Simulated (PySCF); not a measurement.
N,N-disilylpropan-2-amine (C3H13NSi2), SMILES [SiH3]N([SiH3])C(C)C.

Coordinates come from a B3LYP-D3(BJ)/def2-SVP optimisation. The values are those of a single conformer.

Two levels are set side by side: TDA-PBE/def2-SVPD (PySCF) and TDA-ωB97X/def2-SVPD (PySCF). Vertical, same geometry. The lowest singlet is HOMO→LUMO 98 % with PBE and HOMO→LUMO 65 %, HOMO→LUMO+1 25 % with the other functional; states are paired by order. Differences are taken from unrounded values.

```csv
quantity,TDA-ωB97X
lowest singlet excitation (eV),6.41
lowest triplet excitation (TDA) (eV),6.15
```

Q: What does TDA-PBE give, and how far is it from TDA-ωB97X? (The exact figures need the calculation; the answer reports its results.)

A: 
```json
[
 {"quantity": "lowest singlet excitation (eV)", "TDA-PBE": "5.08", "TDA-PBE minus TDA-ωB97X": "-1.33"},
 {"quantity": "lowest triplet excitation (TDA) (eV)", "TDA-PBE": "4.88", "TDA-PBE minus TDA-ωB97X": "-1.27"}
]
```

A lower first singlet is the usual sign of a functional without exact exchange. Differences between two approximate levels are no errors against the true value.

Rough cost on one machine, each run with all the roots and properties that it gave: TDA-ωB97X against TDA-PBE about 6 times.
